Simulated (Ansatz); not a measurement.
Total energies of CH8N2Si2 (`N[SiH2]N1C[SiH2]1`).

```xyz
13

N     1.624   -1.803    0.383
Si    1.302   -0.123    0.379
N    -0.331    0.329    0.149
C    -1.211    0.233   -1.050
Si   -1.651    1.386    0.302
H     1.908   -2.276   -0.458
H     1.193   -2.433    1.040
H     2.154    0.403   -0.724
H     1.668    0.472    1.690
H    -1.724   -0.719   -1.174
H    -0.790    0.616   -1.981
H    -2.699    1.068    1.299
H    -1.444    2.845    0.148
```

Total charge 0; spin multiplicity 1. The geometry is a stationary point of PBE0-D4/def2-TZVP. It is one conformer, not always the lowest. Basis def2-TZVPP, the Gaussian-basis code of Ansatz.

RPA on PBE orbitals: Hartree–Fock energy of these orbitals -729.33607 Eh, correlation -1.41179 Eh (frozen core).

```
functional  energy without D4 (Eh)  D4 term (kJ/mol)
     BHLYP              -731.42444             -36.7
   LC-ωPBE              -731.23951                 –
```

Task: Give the same for LDA (SPW92), PBE, revPBE, BLYP, r2SCAN, B97M-V, PBE0, B3LYP, r2SCANh, r2SCAN0, HSE06 (plane-wave form), CAM-B3LYP, ωB97X-V, ωB97M-V, B2PLYP, PBE-QIDH. (Best estimate.)

Result: The calculation gave: 
```json
{"functional": "LDA (SPW92)", "energy without D4 (Eh)": "-727.89397", "D4 term (kJ/mol)": "–"}
{"functional": "PBE", "energy without D4 (Eh)": "-731.01590", "D4 term (kJ/mol)": "-29.4"}
{"functional": "revPBE", "energy without D4 (Eh)": "-731.33844", "D4 term (kJ/mol)": "-87.0"}
{"functional": "BLYP", "energy without D4 (Eh)": "-731.44109", "D4 term (kJ/mol)": "-64.0"}
{"functional": "r2SCAN", "energy without D4 (Eh)": "-731.37369", "D4 term (kJ/mol)": "-7.4"}
{"functional": "B97M-V", "energy without D4 (Eh)": "-731.34932", "D4 term (kJ/mol)": "–"}
{"functional": "PBE0", "energy without D4 (Eh)": "-731.08906", "D4 term (kJ/mol)": "-25.0"}
{"functional": "B3LYP", "energy without D4 (Eh)": "-731.56120", "D4 term (kJ/mol)": "-47.3"}
{"functional": "r2SCANh", "energy without D4 (Eh)": "-731.36333", "D4 term (kJ/mol)": "-7.9"}
{"functional": "r2SCAN0", "energy without D4 (Eh)": "-731.34897", "D4 term (kJ/mol)": "-8.7"}
{"functional": "HSE06 (plane-wave form)", "energy without D4 (Eh)": "-731.06756", "D4 term (kJ/mol)": "-23.4"}
{"functional": "CAM-B3LYP", "energy without D4 (Eh)": "-731.45472", "D4 term (kJ/mol)": "-25.5"}
{"functional": "ωB97X-V", "energy without D4 (Eh)": "-731.37716", "D4 term (kJ/mol)": "–"}
{"functional": "ωB97M-V", "energy without D4 (Eh)": "-731.40377", "D4 term (kJ/mol)": "–"}
{"functional": "B2PLYP", "energy without D4 (Eh)": "-731.14722", "D4 term (kJ/mol)": "–"}
{"functional": "PBE-QIDH", "energy without D4 (Eh)": "-730.90135", "D4 term (kJ/mol)": "–"}
```

B3LYP takes the VWN-RPA correlation (the form of Gaussian; ORCA's B3LYP/G). HSE06 is the plane-wave form, built on full-range PBE exchange. The double hybrids freeze the cores in their second-order part.

LC-ωPBE has ω = 0.4 bohr⁻¹.
